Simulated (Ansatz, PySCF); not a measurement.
C₃H₄, charge +1, doublet, at a GFN2-xTB geometry (a state made from the parent by changing its charge; the spin is typed, not shown lowest). Base run: HF/def2-SVPD in PySCF.

The PySCF input:
```python
from pyscf import gto, scf

mol = gto.Mole()
mol.atom = '''
    C     1.298426   -0.000350   -0.000139
    C    -0.000000   -0.000000   -0.000000
    C    -1.298426    0.000350    0.000139
    H     1.890776   -0.734607   -0.542867
    H     1.891288    0.733588    0.542461
    H    -1.890815    0.888706   -0.210728
    H    -1.891249   -0.887687    0.211134
'''
mol.basis = 'def2-svpd'
mol.charge = 1
mol.spin = 1
mol.verbose = 4
mol.build()

mf = scf.UHF(mol)
mf.kernel()
```

The same geometry, method and basis name were run in Ansatz (a first-principles code) and PySCF, at each program's defaults and at the settings that a row names. The base is PySCF at its defaults. Differences at the defaults can come from grids, fitting, cores and function types together.

```tsv
code and settings	ΔE vs base (mEh)	basis functions	E (Eh)	SCF cycles
PySCF, defaults (exact integrals, spherical functions)	0.000	92	-115.47251	13
Ansatz, defaults (factorised integrals, spherical functions)	0.007	92	-115.47251	-
PySCF, density fitting with def2-universal-jkfit	0.030	92	-115.47248	13
Ansatz, high accuracy	0.000	92	-115.47251	-
```

Open shells are given as the SCF converged; they aren't shown to be the lowest states, and a large step between rows can be another state.
